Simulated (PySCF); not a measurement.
# Working out the excitation energy of B⁺

B⁺ [He] 2s2 (1S) → B⁺ [He] 2p2 (3P). Computed with PySCF 2.14 in aug-cc-pVDZ (4s3p2d, 23 functions), with the non-relativistic Hamiltonian (point nucleus). Frozen: 1s2. Energies in hartree (1 hartree = 27.21139 eV):

| part | B⁺ (lower) | B⁺ (upper) |
| --- | --- | --- |
| UHF | -24.235014 | -23.830379 |
| MP2 opposite-spin | -0.032661 | 0.000000 |
| MP2 same-spin | 0.000000 | -0.004350 |

**Question.** What does Hartree-Fock give?

**Answer.** (-23.830379) − (-24.235014) = 0.404635 hartree = 11.011 eV.

**Question.** What do MP2 and SCS-MP2 (6/5 opposite-spin, 1/3 same-spin) give?

**Answer.** The opposite-spin parts differ by 0.889 eV and the same-spin parts by -0.118 eV. MP2: 11.011 + (0.889) + (-0.118) = 11.782 eV. SCS-MP2: 11.011 + 1.2 × (0.889) + (-0.118)/3 = 12.038 eV.

Measured between the centres of the two terms (NIST): 12.265 eV, so MP2 (valence) is off by -0.483 eV.

A double-zeta basis recovers only part of the correlation energy.

What remains against the reference includes basis incompleteness, the frozen core and correlation beyond second order.
